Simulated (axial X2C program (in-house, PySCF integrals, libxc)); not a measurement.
**Worked dissociation energy of FeO⁻: PW91, scalar-relativistic**

Computed with an in-house all-electron X2C program for linear molecules (integrals from PySCF). Spin-free means the one-electron spin-free X2C Hamiltonian. Basis: Fe dyall-acv3z [10s11p7d4f2g], O dyall-av3z [7s6p3d2f] (cores contracted in-house); Gaussian nuclei, density fitting, unrestricted open shells. Masses: Fe 55.935 u, O 15.995 u.

Molecular state: M_S = 3/2, Λ = 2 (beyond evenly filled blocks: π+α, π-α, δ+α, δ+β, δ-α).

- E(Fe) (2M_S = 4, M_L = 0): -1272.750654 hartree
- E(O-) (2M_S = 1, M_L = 0): -75.189509 hartree
- E(FeO⁻) at Re: -1348.129473 hartree
- ωe: 882.1 cm⁻¹
- ωexe: 5.06 cm⁻¹

**Question.** Work out De and D0.

**Answer.** De = -1272.750654 + (-75.189509) − (-1348.129473) = 0.18931 hartree = 5.151 eV. The zero-point energy is ωe/2 − ωexe/4 = 440 cm⁻¹ = 0.055 eV, so D0 = 5.097 eV.

The state is a single determinant with fixed occupations, the lowest that a limited PBE0 search found. De is counted from the lowest determinant-based energies of the atoms at the same level, without counterpoise correction. PBE0 can misorder states that lie within some tenths of an eV, so this need not be the ground state of the molecule. The nearest other spin-free determinant of the search, M_S = 5/2, Λ = 2, lies 0.06 eV up at the distance of the search. Without a current term, density functionals place determinants with orbital angular momentum somewhat too high. At some level and bond length an empty orbital lies below a filled one. The highest occupied level of some functionals is positive through self-interaction error; at Hartree–Fock it is bound. The determinant is spin-polarised beyond a pure state at some levels (its spin-free form has ⟨S²⟩ too high), which makes Re and μ there less reliable.

Each atomic determinant is the lowest at this level and need not be a pure term. Totals compare only within one Hamiltonian and basis.
